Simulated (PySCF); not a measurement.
SMILES CC=C=C(C)[Se]C, C6H10Se

Geometry:
```json
{"atom": "C1", "x (Å)": "-2.338", "y (Å)": "-0.954", "z (Å)": "0.328"}
{"atom": "C2", "x (Å)": "-1.276", "y (Å)": "-0.378", "z (Å)": "-0.559"}
{"atom": "C3", "x (Å)": "-0.291", "y (Å)": "0.359", "z (Å)": "-0.134"}
{"atom": "C4", "x (Å)": "0.697", "y (Å)": "1.057", "z (Å)": "0.330"}
{"atom": "C5", "x (Å)": "0.731", "y (Å)": "2.543", "z (Å)": "0.503"}
{"atom": "Se6", "x (Å)": "2.351", "y (Å)": "0.171", "z (Å)": "0.866"}
{"atom": "C7", "x (Å)": "1.836", "y (Å)": "-1.662", "z (Å)": "0.463"}
{"atom": "H8", "x (Å)": "-2.165", "y (Å)": "-0.681", "z (Å)": "1.366"}
{"atom": "H9", "x (Å)": "-2.345", "y (Å)": "-2.041", "z (Å)": "0.242"}
{"atom": "H10", "x (Å)": "-3.318", "y (Å)": "-0.589", "z (Å)": "0.023"}
{"atom": "H11", "x (Å)": "-1.381", "y (Å)": "-0.588", "z (Å)": "-1.617"}
{"atom": "H12", "x (Å)": "1.539", "y (Å)": "2.969", "z (Å)": "-0.093"}
{"atom": "H13", "x (Å)": "-0.214", "y (Å)": "2.984", "z (Å)": "0.193"}
{"atom": "H14", "x (Å)": "0.919", "y (Å)": "2.790", "z (Å)": "1.548"}
{"atom": "H15", "x (Å)": "0.938", "y (Å)": "-1.908", "z (Å)": "1.024"}
{"atom": "H16", "x (Å)": "2.658", "y (Å)": "-2.305", "z (Å)": "0.763"}
{"atom": "H17", "x (Å)": "1.652", "y (Å)": "-1.754", "z (Å)": "-0.605"}
```

Computed with TDDFT BHandHLYP/aug-cc-pVDZ circular dichroism and optical rotation, one conformer, gas phase (PySCF 2.14.0). Geometry: GFN2-xTB.

The calculation is non-relativistic, which matters for the atoms heavier than Zn. No stereocentre is labelled: unless the shape is locked (an allene, a helicene, a hindered biaryl), the mirror image is equally populated and a measured rotation or CD is zero.

(1) Give the optical rotatory dispersion at 633, 589.3, 546, 436, 405, 365, 355 nm.

(2) And for the mirror image at 589.3 nm?

(3) What is the molar rotation [Φ] = [α]·M/100 of the geometry above at 589.3 nm?

## Answers

(1) [α] in deg dm⁻¹ (g/mL)⁻¹:
```tsv
λ (nm)	origin-invariant length gauge	modified velocity gauge	length gauge (centre of mass)	isotropic polarisability (au)
633	+275.2	+273.7	+274.5	112.0
589.3	+325.8	+323.9	+324.9	112.7
546	+391.9	+389.7	+390.8	113.5
436	+705.2	+701.6	+703.2	117.3
405	+872.8	+868.5	+870.2	119.1
365	+1212.7	+1207.1	+1209.0	122.4
355	+1334.6	+1328.5	+1330.4	123.4
```

(2) -325.8 deg dm⁻¹ (g/mL)⁻¹ (origin-invariant length gauge): the same size and the opposite sign.

(3) With M = 161.12 g/mol, +524.9 deg cm² dmol⁻¹ (origin-invariant length gauge).

The first excitation lies at 4.26 eV (291 nm) with R = +0.5 × 10⁻⁴⁰ esu² cm² (velocity form).
